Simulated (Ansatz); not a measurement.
Consider the ligand exchange at the Si–N bond: `CC(O)N[SiH3]` + HBr → `[SiH3]Br` + `CC(N)O`.

Isolated molecules relaxed with PBE0-D4/def2-TZVP in Ansatz; ΔE leaves out vibrations. CCSD(T)/CBS is the MP2 limit (def2-TZVPP, def2-QZVPP) plus CCSD(T) − MP2 in def2-TZVPP, frozen cores. Functionals use def2-TZVPP. For Br outer-core shells are correlated without core-valence functions, which leaves a few kJ/mol of doubt a bond. Scalar relativity is left out up to krypton. One conformer a species, not always the lowest.

| level | ΔE (kJ/mol) | difference from CCSD(T)/CBS |
| --- | --- | --- |
| r2SCAN-D4 | -47.9 | -0.5 |
| PBE0-D4 | -49.1 | -1.7 |
| ωB97X-V | -46.1 | 1.3 |
| r2SCAN | -49.4 | -2.0 |
| CCSD/def2-TZVPP | -43.4 | 4.0 |
| CCSD(T)/def2-TZVPP | -42.5 | 4.9 |
| HF/def2-QZVPP | -51.5 | -4.1 |
| MP2/def2-QZVPP | -47.4 | 0.0 |
| HF/CBS(def2) | -51.4 | -4.0 |
| MP2/CBS(def2) | -49.8 | -2.4 |
| CCSD(T)/CBS | -47.4 | 0 |

Largest T1 diagnostic among the species: 0.011.

In def2-TZVPP, CCSD(T) changes the Hartree–Fock value by +9.9 kJ/mol (the triples alone add +0.9 kJ/mol) and MP2 by +7.5 kJ/mol. The D4 term adds +6.2 kJ/mol with B3LYP and +3.8 kJ/mol with PBE0; it sums over pairs of atoms, weighted by their polarisabilities, and B3LYP, whose exchange is more repulsive, gets the larger term.

B3LYP here is the variant with VWN-RPA as its local correlation; programs differ in this.
